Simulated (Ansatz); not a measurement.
## Relative stability

The two ends of one reaction step of Si2H8O2, singlet (PBE0-D4/def2-TZVP).

A:

```xyz
12
angstrom
Si -0.6251 0.9084 -1.0009
Si 0.9965 -1.8277 1.3698
H -0.4124 -0.2944 -1.8320
H -0.8934 0.5396 0.4198
O -1.9068 1.7882 -1.5351
H 1.6967 -0.9200 0.4266
O 0.7559 1.7688 -1.1591
H 1.9058 -2.9357 1.7598
H 0.5943 -1.0719 2.5830
H -0.2115 -2.3894 0.7139
H -2.6936 1.7970 -0.9899
H 0.7936 2.6373 -0.7559
```

B:

```
12
angstrom
Si -1.2933 -0.2376 -0.3911
Si 0.4013 -1.3184 0.8050
H -1.7114 -1.0553 -1.5664
H -2.5014 -0.0665 0.4671
O -0.7675 1.2593 -0.9135
H 2.0746 1.7829 0.5839
O 1.9364 1.2153 -0.1770
H 1.5532 -1.7024 -0.0425
H 0.8262 -0.5410 1.9957
H -0.2586 -2.5667 1.2946
H -1.3450 1.7424 -1.5068
H 1.0855 1.4880 -0.5490
```

Computed with Ansatz 0.2.0 (basis: def2-TZVPP); correlated methods freeze the cores. B3LYP uses VWN-RPA correlation.

(1) Which structure is lower at CCSD(T), and by how much? (An estimate is asked for; the value comes from the calculation.)

No T1 diagnostic of these runs exceeds 0.012.

## Answers

(1) The calculation gives: A, by 23.27 kcal/mol (electronic energy, against the other). By their contacts, A is a complex of SiH₄O₂ ([OH][SiH2][OH]) + SiH₄ and B is a complex of Si₂H₆O ([OH][SiH2][SiH3]) + H₂O.

All methods give the same order:

```tsv
method	E(B) − E(A) (kcal/mol)
SPW92	16.37
PBE-D4	17.29
BLYP-D4	21.19
r2SCAN-D4	21.88
B97M-V	22.18
PBE0-D4	19.05
B3LYP-D4	22.36
r2SCAN0-D4	22.48
BHLYP-D4	24.39
CAM-B3LYP-D4	23.81
wB97X-V	22.42
wB97M-V	23.55
B2PLYP	24.29
PBE-QIDH	22.25
RPA on PBE	23.90
HF	30.13
MP2	24.69
CCSD	24.17
CCSD(T)	23.27
```

Labels in which every atom is bracketed show which atoms are joined, not bond orders.

For scale, one of the runs: CCSD(T)/def2-TZVPP, 258 basis functions, launched by `ansatz run in.yaml --threads 4 --pin off --events-out ev --progress --plain --max-ram 9574MiB`. Time: 2 min of wall clock on 4 CPU threads of an Arm Neoverse V1; the host was shared. Peak host memory: 5.7 GiB.
